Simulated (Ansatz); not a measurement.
Gas-phase electronic energies from Ansatz, PBE0-D4/def2-TZVP geometries. CCSD(T)/CBS is the MP2 limit (def2-TZVPP, def2-QZVPP) plus CCSD(T) − MP2 in def2-TZVPP, frozen cores. DFT in def2-TZVPP. def2 core potentials past Kr. For Ge, I, Sn outer-core shells are correlated without core-valence functions, which leaves a few kJ/mol of doubt a bond. Scalar relativity is left out up to krypton.

Consider the cleavage of the Sn–Ge bond: `[Cl][SnH2][GeH3]` + HI → `[Cl][SnH2][I]` + GeH₄.

`[Cl][SnH2][GeH3]`:

Cartesian coordinates in Å:
```
Cl -0.874 2.682 -0.248
Sn -1.181 0.366 -0.047
Ge 1.210 -0.636 0.071
H -2.114 0.163 1.367
H -2.080 -0.084 -1.425
H 1.967 -0.279 -1.215
H 1.132 -2.164 0.212
H 1.940 -0.048 1.285
```

HI:

```xyz
2

I    -0.306   -0.694   -0.271
H     0.306    0.694    0.271
```

`[Cl][SnH2][I]`:

Z-matrix (Å, degrees):
```
Sn
Cl 1 2.323
I 1 2.665 2 107.6
H 1 1.698 2 106.9 3 117.2
H 1 1.698 2 106.9 3 -117.2
```

GeH₄:

Cartesian coordinates in Å:
```
Ge 0.000 0.000 0.000
H -0.440 -1.346 -0.589
H 1.357 0.399 -0.593
H 0.125 -0.125 1.524
H -1.042 1.073 -0.342
```

CCSD(T)/CBS gives -65.7 kJ/mol.

**Question.** Another level gave -58.3 kJ/mol. Which?
A. SCS-MP2/def2-TZVPP
B. LDA (SPW92)/def2-TZVPP
C. HF/def2-TZVPP
D. BLYP/def2-TZVPP

**Answer.** D. BLYP -58.3, SCS-MP2/def2-TZVPP -64.1, LDA (SPW92) -53.1, HF/def2-TZVPP -77.3 kJ/mol.

Largest T1 diagnostic among the species: 0.012.

From BLYP to BHLYP (50 % exact exchange), in def2-TZVPP and without D4, ΔE moves by −8.3 kJ/mol. Leaving LDA and LC-ωPBE aside and taking each functional with its dispersion term where it has one, the values, not all of them listed here, spread over 10.9 kJ/mol, from B97M-V to PBE-D4. LDA lies +4.0 kJ/mol from PBE without D4. In def2-TZVPP, CCSD(T) changes the Hartree–Fock value by +20.2 kJ/mol (the triples alone add +0.2 kJ/mol) and MP2 by +13.4 kJ/mol.
